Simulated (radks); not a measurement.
Species: the tantalum ion Ta4+. Configuration: [Xe] 4f14 5d1. Calculated with a radial shooting solver on a logarithmic mesh with Libxc functionals: scalar-relativistic Kohn-Sham, XLYP, spin-polarised, spherical densities, point nucleus; open shells are filled with parallel spins first (spin-orbit coupling, left out, can overturn this in heavy ions).

Normalised radial functions P(r) = r R(r), r in bohr:

```
   r/bohr * 5p up, o 5d up (the largest magnitude, 1.02, reaches the edge; | marks zero, & curves that meet)
 0.001637                             &
 0.002501                             &
 0.003852                             &
 0.005934                             o*
  0.00914                             o *
  0.01408                             o  *
  0.02151                             o    *
  0.03314                             |o    *
  0.05104                             |  o  *
  0.07862                             *    o
   0.1211                     *       |      o
   0.1865                      *      |  o
    0.285                       o     |       *
   0.4391                   o         |            *
   0.6763                    *        | o
    1.042  *                          |                o
    1.605         *                   |                     o
    2.452                       *     |            o
    3.777                             *   o
    5.818                             &
```

5p up: eigenvalue -80.802 eV, 3 radial nodes at r = 0.0804, 0.234, 0.583 bohr, <r> = 1.26 bohr, 90 % of the charge inside 1.84 bohr. 5d up: eigenvalue -41.557 eV, 2 radial nodes at r = 0.215, 0.646 bohr, <r> = 1.74 bohr, 90 % of the charge inside 2.61 bohr.
